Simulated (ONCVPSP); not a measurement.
## How hard is this carbon ONCV potential?

C (Z = 6), optimised norm-conserving Vanderbilt (ONCV), made with ONCVPSP 4.0.1 (PBEsol, scalar-relativistic). Core [He], reference 2s2 2p2. Waves: 2s: rc 1.35 bohr, ncon 5, nbas 8, qcut 5.8 1/bohr, 2 projectors, debl 2.6 Ha; 2p: rc 2.15 bohr, ncon 4, nbas 8, qcut 7.1 1/bohr, 2 projectors, debl 1.8 Ha. Local part: polynomial inside 1.20 bohr (lpopt 5, dvloc0 0 Ha). Core correction: Teter function, fcfact 3.25, rcfact 1.1.

Task: For each optimised wave give the share of its norm inside rc, the residual kinetic energy above qcut (Ha) and the cutoffs (Ha) for errors of 10, 1, 0.1 and 0.01 mHa per electron.

Result:

| wave | norm inside rc | residual KE | 10 mHa | 1 mHa | 0.1 mHa | 0.01 mHa |
| --- | --- | --- | --- | --- | --- | --- |
| 2s | 0.433 | 1.3e-03 | 10.7 | 17.8 | 71.7 | 89.3 |
| s projector 2 | 0.089 | 1.9e-03 | 11.8 | 18.6 | 41.4 | 79.1 |
| 2p | 0.711 | 3.1e-08 | 10.4 | 14.4 | 17.8 | 20.3 |
| p projector 2 | 0.222 | 1.5e-06 | 13.0 | 17.2 | 20.6 | 23.1 |

The occupied waves need 18 Ha and 72 Ha for 1 and 0.1 mHa. Its largest configuration-test error is +629 meV.
